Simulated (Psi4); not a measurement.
rhenium atom (Re), sextet (core potentials on Re); PBE0/def2-SVP (Psi4).

Input for Psi4:
```
memory 2 GB

molecule {
0 6
Re    0.00000000    0.00000000    0.00000000
}

set {
  basis def2-svp
  reference uks
  scf_type pk
  puream true
  d_convergence 1e-8
  dft_radial_points 99
  dft_spherical_points 590
}

energy('pbe0')
print_variables()
```

The log (banner, timings and long lists left out):

```
   => Loading Basis Set <=

    Name: DEF2-SVP
    Role: ORBITAL
    Keyword: BASIS

    !!!  WARNING: ECP capability is in beta. Please check occupations closely.  !!!

         ---------------------------------------------------------
                                   SCF
               by Justin Turney, Rob Parrish, Andy Simmonett
                          and Daniel G. A. Smith
                              UKS Reference
         ---------------------------------------------------------

  ==> Geometry <==

    Molecular point group: d2h
    Geometry (in Angstrom), charge = 0, multiplicity = 6:

       Center              X                  Y                   Z               Mass
    ------------   -----------------  -----------------  -----------------  -----------------
         RE           0.000000000000     0.000000000000     0.000000000000   186.955750100000

  Running in d2h symmetry.

  Rotational constants: A = ************  B = ************  C = ************ [cm^-1]
  Rotational constants: A = ************  B = ************  C = ************ [MHz]
  Nuclear repulsion =    0.000000000000000

  Charge       = 0
  Multiplicity = 6
  Electrons    = 15
  Nalpha       = 10
  Nbeta        = 5

  ==> Algorithm <==

  SCF Algorithm Type is PK.
  DIIS enabled.
  MOM disabled.
  Fractional occupation disabled.
  Guess Type is CORE.
  Energy threshold   = 1.00e-06
  Density threshold  = 1.00e-08
  Integral threshold = 1.00e-12

  ==> Primary Basis <==

  Basis Set: DEF2-SVP
    Blend: DEF2-SVP
    Number of shells: 12
    Number of basis functions: 32
    Number of Cartesian functions: 37
    Spherical Harmonics?: true
    Max angular momentum: 3

  Core potential: DEF2-SVP
    Number of shells: 4
    Number of ECP primitives: 10
    Number of ECP core electrons: 60
    Max angular momentum: 3

  ==> DFT Potential <==

   => LibXC <=

    Version 7.1.2
    S. Lehtola, C. Steigemann, M. J. T. Oliveira, and M. A. L. Marques,  SoftwareX 7, 1–5 (2018) (10.1016/j.softx.2017.11.002)

   => Composite Functional: PBE0 <=

    PBE0 Hyb-GGA Exchange-Correlation Functional

    C. Adamo and V. Barone,  J. Chem. Phys. 110, 6158 (1999) (10.1063/1.478522)
    M. Ernzerhof and G. E. Scuseria,  J. Chem. Phys. 110, 5029 (1999) (10.1063/1.478401)

    Deriv               =              1
    GGA                 =           TRUE
    Meta                =          FALSE

    Exchange Hybrid     =           TRUE
    MP2 Hybrid          =          FALSE

[...]
   @S   Expected:                2.500000000E+00
   @S   Observed:                2.500000000E+00

    Orbital Energies [Eh]
    ---------------------

    Alpha Occupied:

[...]
       4Ag    -0.264148

    Alpha Virtual:

[...]
      10Ag   505.705362

    Beta Occupied:

[...]
    Beta Virtual:

[...]
    Final Occupation by Irrep:
             Ag   B1g   B2g   B3g    Au   B1u   B2u   B3u
    DOCC [     2,    0,    0,    0,    0,    1,    1,    1 ]
    SOCC [     2,    1,    1,    1,    0,    0,    0,    0 ]
    NA   [     4,    1,    1,    1,    0,    1,    1,    1 ]
    NB   [     2,    0,    0,    0,    0,    1,    1,    1 ]

  @UKS Final Energy:   -78.16189187868834

   => Energetics <=

    Nuclear Repulsion Energy =              0.0000000000000000
    One-Electron Energy =                -132.6497815073681465
    Two-Electron Energy =                  60.9823277983808651
    DFT Exchange-Correlation Energy =      -6.4944381697010609
    Empirical Dispersion Energy =           0.0000000000000000
    VV10 Nonlocal Energy =                  0.0000000000000000
    Total Energy =                        -78.1618918786883370

  UHF NO Occupations:
  HONO-2 :    1B2g 1.0000000
  HONO-1 :    1B3g 1.0000000
  HONO-0 :    4 Ag 1.0000000
  LUNO+0 :    5 Ag 0.0079233
  LUNO+1 :    2B1u 0.0000704
  LUNO+2 :    2B2u 0.0000704
  LUNO+3 :    2B3u 0.0000704

Computation Completed

Properties will be evaluated at   0.000000,   0.000000,   0.000000 [a0]

Properties computed using the SCF density matrix

 Multipole Moments:

 ------------------------------------------------------------------------------------
     Multipole            Electronic (a.u.)      Nuclear  (a.u.)        Total (a.u.)
 ------------------------------------------------------------------------------------

 L = 1.  Multiply by 2.5417464519 to convert [e a0] to [Debye]
 Dipole X            :          0.0000000            0.0000000            0.0000000
 Dipole Y            :          0.0000000            0.0000000            0.0000000
 Dipole Z            :          0.0000000            0.0000000            0.0000000
 Magnitude           :                                                    0.0000000

 ------------------------------------------------------------------------------------

  Variable Map:
  ----------------------------------------------------------------------------
[...]
  Array Variable Map:
  ----------------------------------------------------------------------------
[...]
[...]
```
